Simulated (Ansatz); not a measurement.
**Group exchange: CHCl2F + HOI → CHCl2I + HOF**

Species: CHCl2F (dichlorofluoromethane) `FC(Cl)Cl`, singlet; HOI `OI`, singlet; CHCl2I (dichloroiodomethane) `ClC(Cl)I`, singlet; HOF (hypofluorous acid) `OF`, singlet. The partners trade F for I: C–F and O–I bonds give way to C–I and O–F.

Shapes, held fixed at every level: PBE0-D4/def2-TZVP. Programs: Ansatz 0.2.0. The zero-point and thermal change to 298 K, harmonic and unscaled (PBE0-D4/def2-TZVP), is -1.6 kJ/mol.

| level | kind | ΔH(298 K) (kJ/mol) | less CCSD(T)/def2-TZVPP |
| --- | --- | --- | --- |
| SPW92/def2-TZVPP | LDA | +265.5 | +7.6 |
| BHLYP-D4/def2-TZVPP | global hybrid | +273.2 | +15.3 |
| PBE0-D4/def2-TZVPP | global hybrid | +259.3 | +1.4 |
| B2PLYP/def2-TZVPP | double hybrid | +267.5 | +9.6 |
| MP2/def2-SVP | perturbation theory | +257.6 | -0.3 |
| CCSD/def2-SVP | coupled cluster or CI | +254.9 | -3.0 |
| CCSD(T)/def2-TZVPP | coupled cluster or CI | +257.9 | 0.0 |

The highest level, CCSD(T)/def2-TZVPP, gives ΔH(298 K) = +257.9 kJ/mol; the levels span +254.9 to +273.2. The column of differences is taken from that level and isn't an error. No measured value is set beside it here. For atoms past krypton def2 sets carry core potentials with scalar relativity. Correlated rows may include outer-core shells of I, which these sets cover unevenly.
